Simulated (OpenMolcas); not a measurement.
## How methods differ on GeSiH6 (SMILES [SiH3][GeH3])

GeSiH6 has 8 atoms, charge 0, and is taken as a singlet. As SMILES, `[SiH3][GeH3]`. Geometry: relaxed at PBE0-D4/def2-TZVP.

Each level gives the HOMO–LUMO gap (eV). The values are calculated.

```
         level             kind     program  value (eV)
    HF/cc-pVDZ     Hartree–Fock  OpenMolcas       14.73
  BLYP/cc-pVDZ              GGA  OpenMolcas        6.88
   PBE/cc-pVDZ              GGA  OpenMolcas        6.97
revPBE/cc-pVDZ              GGA  OpenMolcas        7.03
  TPSS/cc-pVDZ         meta-GGA  OpenMolcas        7.37
 B3LYP/cc-pVDZ    global hybrid  OpenMolcas        8.47
M06-2X/cc-pVDZ  hybrid meta-GGA  OpenMolcas       10.72
B2PLYP/cc-pVDZ    double hybrid  OpenMolcas       11.07
```

All-electron rows without a relativistic Hamiltonian named are non-relativistic. The values span 6.88 to 14.73 eV. Orbital gaps aren't excitation energies, and those of double hybrids come from the SCF part alone; they tend to grow with the share of exact exchange.
